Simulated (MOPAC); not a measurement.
Input for MOPAC: PM7 on BBrH2 (SMILES BBr), a point of a bond scan (R = 1.065 Å).

```
PM7 1SCF PRECISE CHARGE=0 THREADS=1
BBrH2

B     -0.84896739 1    -1.29115255 1     0.21121296 1
H     -0.50944435 1    -1.99548609 1     0.93449563 1
H     -1.82647135 1    -1.42145963 1    -0.44309788 1
Br     0.18694365 1     0.28431336 1    -0.04650935 1
```

It printed:

```
*******************************************************************************
 **                                                                           **
 **                              MOPAC v23.2.5                                **
 **                                                                           **
 *******************************************************************************
 ** MOPAC's Digital Object Identifier: https://doi.org/10.5281/zenodo.6511958 **
 **                                                                           **
 ** Please cite the open-source release paper for use of this MOPAC version:  **
 ** J. E. Moussa and J. J. P. Stewart (2026)                                  **
 ** MOPAC: An open-source semiempirical molecular orbital program             **
 ** J. Open Source Softw., 11(119), 8025, https://doi.org/10.21105/joss.08025 **
 *******************************************************************************

                              PM7 CALCULATION RESULTS

 *******************************************************************************
 *  PM7        - The PM7 Hamiltonian to be used
 *
 *
 *
 *                 CHARGE ON SYSTEM = 0
 *
 *
 *
 *  PRECISE    - TIGHTER CRITERIA TO BE USED
 *  1SCF       - DO 1 SCF AND THEN STOP
 *  THREADS=1  - MULTI-THREADING NOT USED
 *  T=         - A TIME OF 172800.0 SECONDS REQUESTED
 *  DUMP=N     - RESTART FILE WRITTEN EVERY 7200.0 SECONDS REQUESTED
 *******************************************************************************
PM7 1SCF PRECISE CHARGE=0 THREADS=1
 BBrH2

   ATOM   CHEMICAL          X               Y               Z
  NUMBER   SYMBOL      (ANGSTROMS)     (ANGSTROMS)     (ANGSTROMS)

     1       B         -0.84896739  *  -1.29115255  *   0.21121296  *
     2       H         -0.50944435  *  -1.99548609  *   0.93449563  *
     3       H         -1.82647135  *  -1.42145963  *  -0.44309788  *
     4      Br          0.18694365  *   0.28431336  *  -0.04650935  *



          CARTESIAN COORDINATES

    NO.       ATOM           X           Y           Z

     1         B         -0.8490     -1.2912      0.2112
     2         H         -0.5094     -1.9955      0.9345
     3         H         -1.8265     -1.4215     -0.4431
     4        Br          0.1869      0.2843     -0.0465

 General Reference for PM7:
 "Optimization of Parameters for Semiempirical Methods VI: More Modifications to the
 NDDO Approximations and Re-optimization of Parameters", J. J. P. Stewart, J. Mol. Mod., 1:32, 19 (2013)
 https://link.springer.com/article/10.1007/s00894-012-1667-x

           Empirical Formula: H2 B Br  =     4 atoms



      MOLECULAR POINT GROUP   :   C2v


      RHF CALCULATION, NO. OF DOUBLY OCCUPIED LEVELS = 6


 -------------------------------------------------------------------------------
 PM7 1SCF PRECISE CHARGE=0 THREADS=1
 BBrH2



     1SCF WAS SPECIFIED, SO BFGS WAS NOT USED
     SCF FIELD WAS ACHIEVED


                              PM7 CALCULATION
                                                       MOPAC v23.2.5 Linux




          FINAL HEAT OF FORMATION =          1.97904 KCAL/MOL =       8.28032 KJ/MOL


          COSMO AREA              =         82.54 SQUARE ANGSTROMS
          COSMO VOLUME            =         65.77 CUBIC ANGSTROMS

          IONIZATION POTENTIAL    =         10.126945 EV
          HOMO LUMO ENERGIES (EV) =        -10.127 -1.296
          NO. OF FILLED LEVELS    =          6
          MOLECULAR WEIGHT        =         92.7298         POINT GROUP:  C2v

          MOLECULAR DIMENSIONS (Angstroms)

            Atom       Atom       Distance
           Br     4    H     3     2.66848
            H     3    H     2     1.80842
            B     1    H     3     0.00000


          SCF CALCULATIONS        =          1





   ATOM   CHEMICAL          X               Y               Z
  NUMBER   SYMBOL      (ANGSTROMS)     (ANGSTROMS)     (ANGSTROMS)

     1       B         -0.84896739  *  -1.29115255  *   0.21121296  *
     2       H         -0.50944435  *  -1.99548609  *   0.93449563  *
     3       H         -1.82647135  *  -1.42145963  *  -0.44309788  *
     4      Br          0.18694365  *   0.28431336  *  -0.04650935  *

                             CARTESIAN COORDINATES

   1    B       -0.848967390    -1.291152550     0.211212960
   2    H       -0.509444350    -1.995486090     0.934495630
   3    H       -1.826471350    -1.421459630    -0.443097880
   4   Br        0.186943650     0.284313360    -0.046509350


           Empirical Formula: H2 B Br  =     4 atoms



      MOLECULAR POINT GROUP   :   C2v


                  EIGENVALUES
 -25.90196 -16.68108 -13.67417 -12.05031 -10.85932 -10.12695  -1.29589   0.87397
   3.49853   5.57862 258.27489 258.28290 258.48793 258.92916 258.94882


              NET ATOMIC CHARGES AND DIPOLE CONTRIBUTIONS

  ATOM NO.   TYPE          CHARGE      No. of ELECS.   s-Pop       p-Pop       d-Pop
    1          B           0.093319        2.9067     0.79967     2.10701
    2          H           0.022596        0.9774     0.97740
    3          H           0.042283        0.9577     0.95772
    4         Br          -0.158198        7.1582     1.92475     5.23097     0.00248
 DIPOLE           X         Y         Z       TOTAL
 POINT-CHG.    -0.949    -1.300     0.141     1.616
 HYBRID         0.160     0.211    -0.018     0.265
 SUM           -0.789    -1.089     0.123     1.350


          ATOMIC ORBITAL ELECTRON POPULATIONS

     Atom    s        px        py        pz      x^2-y^2     xz        z^2       yz        xy
    1  B   0.79967   0.76462   0.69677   0.64561
    2  H   0.97740
    3  H   0.95772
    4 Br   1.92475   1.77233   1.54683   1.91181   0.00059   0.00015   0.00034   0.00045   0.00095

 **********************
 *                    *
 * JOB ENDED NORMALLY *
 *                    *
 **********************




 == MOPAC DONE ==
```

The run finished.

Cost: about 0.04 core-seconds (a rough figure).
